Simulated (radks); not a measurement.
Values are calculated unless marked as measured or tabulated.
Effect of the nuclear size on neutral lead, [Hg] 6p2. Level of theory: Dirac Kohn-Sham, exchange-only LDA, spin-unpolarised, spherical densities, finite nucleus; open shells are shared between the two j in proportion to 2j + 1; Fermi nuclear charge, rms radius 5.5012 fm (a radial shooting solver on a logarithmic mesh with Libxc functionals). The rms radius is varied about that value; shifts are against it.

| rms radius (fm) | total energy shift (eV) | density at nucleus (e/bohr^3) | 1s1/2 shift (meV) | 2s1/2 shift (meV) | 5p1/2 shift (meV) | 6s1/2 shift (meV) | 6p1/2 shift (meV) | 6p3/2 shift (meV) | 7s1/2 (empty) shift (meV) |
|---|---|---|---|---|---|---|---|---|---|
| 4.786 | -31.9 | 2.895e+06 | -12700 | -1930 | 0.297 | -2.41 | 0.215 | 0.239 | -0.156 |
| 5.2977 | -9.33 | 2.77e+06 | -3720 | -565 | 0.086 | -0.705 | 0.063 | 0.070 | -0.046 |
| 5.5012 | 0 | 2.725e+06 | 0.000 | 0.000 | 0.000 | 0.000 | 0.000 | 0.000 | 0.000 |
| 5.8643 | 17.1 | 2.65e+06 | 6830 | 1040 | -0.157 | 1.30 | -0.116 | -0.129 | 0.084 |
| 6.2054 | 33.8 | 2.586e+06 | 13500 | 2050 | -0.308 | 2.55 | -0.228 | -0.254 | 0.165 |

Slopes of the eigenvalues against <r^2> in GHz/fm^2, as finite differences over the two radii next to the reference (eigenvalue slopes, not the field-shift constants of lines): 1s1/2 403000, 2s1/2 61200, 5p1/2 -9.30, 6s1/2 76.5, 6p1/2 -6.83, 6p3/2 -7.60, 7s1/2 (empty) 4.94.
